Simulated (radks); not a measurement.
Values are calculated unless marked as measured or tabulated.
Charge is removed step by step from the 5s1/2 level of neutral indium, starting from [Kr] 4d10 5s2 5p1. Level of theory: Dirac Kohn-Sham, PBE, spin-unpolarised, spherical densities, point nucleus; open shells are shared between the two j in proportion to 2j + 1 (a radial shooting solver on a logarithmic mesh with Libxc functionals).

| removed (e) | E - E(0) (eV) | eigenvalue (eV) | E minus straight line (eV) |
|---|---|---|---|
| 0 | 0.000 | -8.207 | 0.000 |
| 0.25 | 2.275 | -10.010 | -0.713 |
| 0.5 | 5.013 | -11.904 | -0.964 |
| 0.75 | 8.233 | -13.871 | -0.732 |
| 1 | 11.954 | -15.903 | 0.000 |

Removing the whole electron costs 11.954 eV by Delta-SCF, against 8.207 eV from minus the eigenvalue at the starting occupation. Slater's transition state (half an electron removed) gives 11.904 eV. Integrating minus the eigenvalue over the occupation (Janak's theorem) gives 11.954 eV. The mean slope of the eigenvalue, de/dn, is 7.70 eV per electron.
